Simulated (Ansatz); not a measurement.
**Question.** Name a neutral molecule of C, F and H with HOMO energy (B3LYP/def2-TZVPP) between -9.45 and -9.15 eV and HOMO–LUMO gap (B3LYP/def2-TZVPP) between 10.00 and 10.30 eV (Ansatz, PBE0-D4/def2-TZVP geometry).

**Answer.** `CC(F)(F)CF` (-9.30 eV, 10.17 eV); `CC(F)C(F)F` (-9.27 eV, 10.26 eV); `FCC(CF)C(F)F` (-9.37 eV, 10.29 eV); `FCC(F)CC(F)F` (-9.29 eV, 10.01 eV); `CC(F)(CF)C(F)F` (-9.21 eV, 10.07 eV); `CC(F)(F)C(F)CF` (-9.35 eV, 10.16 eV). Other molecules can fit too; these were computed, each in one conformer that needn't be the lowest.

B3LYP here is the variant with VWN-RPA as its local correlation; programs differ in this.
